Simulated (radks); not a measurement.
Question: The mean radii <r> (bohr) of the occupied orbitals of an atom or ion are listed with their occupations. Calculated with a radial shooting solver on a logarithmic mesh with Libxc functionals: scalar-relativistic Kohn-Sham, HCTH/407, spin-unpolarised, spherical densities, finite nucleus; Fermi nuclear charge, rms radius of each element as measured or else 0.836 A^(1/3) + 0.57 fm.

orbital  occ.      <r>
1s          2  0.02907
2s          2   0.1255
2p          6   0.1096
3s          2   0.3391
3p          6   0.3373
3d         10   0.3139
4s          2   0.8170
4p          6   0.8813
4d         10    1.061

Name the element and its charge.

Answer: Z = 50, tin, charge +4: Sn4+ in [Kr] 4d10. The 1s radius gives Z: for a bare nucleus <r> = (2 gamma + 1)/(2Z) with gamma = sqrt(1 - (Z/c)^2), 0.02862 bohr for Z = 50, and screening makes it slightly larger (0.02907 here). The occupations add up to 46, and the charge is Z minus that.
